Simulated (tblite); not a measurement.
Species: C5H12Si3.
Numbering: `[CH:1]#[C:2][Si@@H:3]1[SiH2:4][CH2:5][C@H:6]1[CH2:7][SiH3:8]` (hydrogens: H9 on C1; H10 on Si3; H11, H12 on Si4; H13, H14 on C5; H15 on C6; H16, H17 on C7; H18, H19, H20 on Si8)

Computed with GFN2-xTB (tblite), gas phase: L-BFGS steps from a force-field or distance-geometry start until the largest atomic force falls under 0.01 eV/Å.

Geometry at step 34:
```
atom  x, y, z in Å
C1     -2.2098    3.4961    0.0060
C2     -1.9582    2.3302   -0.1515
Si3    -1.6480    0.5443   -0.5434
Si4    -2.1041   -1.2654    0.8529
C5     -0.2587   -1.5192    0.3609
C6      0.1103   -0.0672    0.0077
C7      1.3394    0.0678   -0.8752
Si8     2.9478   -0.4717    0.0067
H9     -2.4222    4.5168    0.1618
H10    -1.9009    0.5012   -1.9889
H11    -2.9860   -2.4120    0.6022
H12    -2.2087   -0.8754    2.2683
H13    -0.1959   -2.1575   -0.5261
H14     0.4166   -1.9530    1.0960
H15     0.3224    0.4596    0.9478
H16     1.4239    1.1125   -1.1783
H17     1.1941   -0.5015   -1.7948
H18     3.9813    0.5487   -0.2101
H19     2.7118   -0.5830    1.4538
H20     3.4395   -1.7607   -0.4989
```

Q: What forces act on the atoms?

A: 
```json
{"atom": "C1", "Fx (eV/Å)": "-0.007", "Fy (eV/Å)": "0.027", "Fz (eV/Å)": "0.041"}
{"atom": "C2", "Fx (eV/Å)": "-0.017", "Fy (eV/Å)": "-0.018", "Fz (eV/Å)": "-0.039"}
{"atom": "Si3", "Fx (eV/Å)": "0.000", "Fy (eV/Å)": "0.163", "Fz (eV/Å)": "-0.006"}
{"atom": "Si4", "Fx (eV/Å)": "0.112", "Fy (eV/Å)": "0.038", "Fz (eV/Å)": "0.006"}
{"atom": "C5", "Fx (eV/Å)": "-0.103", "Fy (eV/Å)": "-0.114", "Fz (eV/Å)": "0.124"}
{"atom": "C6", "Fx (eV/Å)": "-0.091", "Fy (eV/Å)": "-0.031", "Fz (eV/Å)": "0.059"}
{"atom": "C7", "Fx (eV/Å)": "-0.013", "Fy (eV/Å)": "0.032", "Fz (eV/Å)": "-0.027"}
{"atom": "Si8", "Fx (eV/Å)": "0.025", "Fy (eV/Å)": "0.025", "Fz (eV/Å)": "-0.010"}
{"atom": "H9", "Fx (eV/Å)": "0.029", "Fy (eV/Å)": "-0.055", "Fz (eV/Å)": "0.018"}
{"atom": "H10", "Fx (eV/Å)": "0.034", "Fy (eV/Å)": "-0.084", "Fz (eV/Å)": "-0.119"}
{"atom": "H11", "Fx (eV/Å)": "0.031", "Fy (eV/Å)": "0.052", "Fz (eV/Å)": "0.015"}
{"atom": "H12", "Fx (eV/Å)": "-0.063", "Fy (eV/Å)": "-0.111", "Fz (eV/Å)": "-0.030"}
{"atom": "H13", "Fx (eV/Å)": "0.043", "Fy (eV/Å)": "0.091", "Fz (eV/Å)": "0.001"}
{"atom": "H14", "Fx (eV/Å)": "0.008", "Fy (eV/Å)": "-0.035", "Fz (eV/Å)": "0.080"}
{"atom": "H15", "Fx (eV/Å)": "0.018", "Fy (eV/Å)": "-0.014", "Fz (eV/Å)": "0.003"}
{"atom": "H16", "Fx (eV/Å)": "0.077", "Fy (eV/Å)": "0.079", "Fz (eV/Å)": "-0.023"}
{"atom": "H17", "Fx (eV/Å)": "-0.022", "Fy (eV/Å)": "-0.052", "Fz (eV/Å)": "-0.035"}
{"atom": "H18", "Fx (eV/Å)": "-0.016", "Fy (eV/Å)": "-0.050", "Fz (eV/Å)": "-0.002"}
{"atom": "H19", "Fx (eV/Å)": "0.023", "Fy (eV/Å)": "0.003", "Fz (eV/Å)": "-0.084"}
{"atom": "H20", "Fx (eV/Å)": "-0.069", "Fy (eV/Å)": "0.055", "Fz (eV/Å)": "0.027"}
```

The largest, 0.20 eV/Å, acts on C5; the rms over all components is 0.058 eV/Å. The forces sum to zero within rounding, as they must for an isolated molecule in no field.

Q: Give the force on C5 in Eh/bohr and in nN.

A: 0.197 eV/Å ÷ 51.422 = 0.00384 Eh/bohr, and 0.197 eV/Å × 1.602 = 0.32 nN.

Q: How far is this geometry from the end of the optimisation?

A: 0.111 eV above it, and 0.518 Å rms away after alignment. The bonds farthest from their final lengths, with half the difference of the two atoms' forces along the bond (positive lengthens):

| bond | now (Å) | final (Å) | force along bond (eV/Å) |
| --- | --- | --- | --- |
| C5–C6 | 1.539 | 1.549 | +0.05 |
| C7–Si8 | 1.912 | 1.903 | +0.02 |
| Si3–H10 | 1.468 | 1.473 | +0.06 |
| Si8–H19 | 1.470 | 1.465 | -0.04 |
| C6–C7 | 1.519 | 1.524 | +0.06 |
| Si8–H20 | 1.469 | 1.465 | -0.04 |

The angle farthest from its final value is Si3–Si4–H12, 112.6° against 119.3°.

What follows is the cost of the whole relaxation. The run took 2.8 s wall on one thread of an Arm Neoverse N1, on a shared host.
